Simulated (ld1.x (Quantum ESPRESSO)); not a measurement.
# Cutoff test, Al (Z = 13), TM semilocal

```json
{
 "Element": "aluminium (Al)",
 "Generator": "ld1.x (Quantum ESPRESSO) 7.5",
 "Type": "norm-conserving Troullier–Martins (semilocal form)",
 "Functional": "PBE",
 "Relativity": "non-relativistic",
 "Frozen core": "[Ne]",
 "Valence charge": "3",
 "Reference configuration": "3s2 3p1",
 "Partial waves": "3s (bound): rc 1.45 bohr; 3p (bound): rc 2.55 bohr",
 "Local potential": "the p channel",
 "Core correction": "Bessel-smoothed model core, default radius (core density twice the valence density)"
}
```

The pseudo-atom Hamiltonian at the reference potential is diagonalised in spherical Bessel functions j_l(qr) that vanish at 20 bohr, with q² up to the cutoff. All-electron valence levels (Ry): 3s -0.5682, 3p -0.1999.

Question: How do the lowest levels (Ry) of each channel move with the cutoff, and are there ghosts?

Answer:

| cutoff (Ry) | s #1 | p #1 | p #2 | Σ f·Δε (mRy) |
| --- | --- | --- | --- | --- |
| 8 | -0.5375 | -0.1996 | 0.0242 | 61.7 |
| 12 | -0.5391 | -0.1998 | 0.0242 | 58.2 |
| 21 | -0.5516 | -0.1999 | 0.0242 | 33.2 |
| 30 | -0.5630 | -0.1999 | 0.0242 | 10.3 |
| 40 | -0.5665 | -0.1999 | 0.0242 | 3.2 |
| 50 | -0.5667 | -0.1999 | 0.0242 | 2.9 |
| 70 | -0.5678 | -0.1999 | 0.0242 | 0.7 |
| 90 | -0.5679 | -0.1999 | 0.0242 | 0.5 |
| 400 | -0.5682 | -0.1999 | 0.0242 | 0.0 |

Result: no extra level below or beside the all-electron valence levels (s, p tested); the semilocal form is local in each channel, so this says nothing of the separable form that plane-wave codes build from it; 10 mRy is reached at 35 Ry and 1 mRy at 70 Ry.
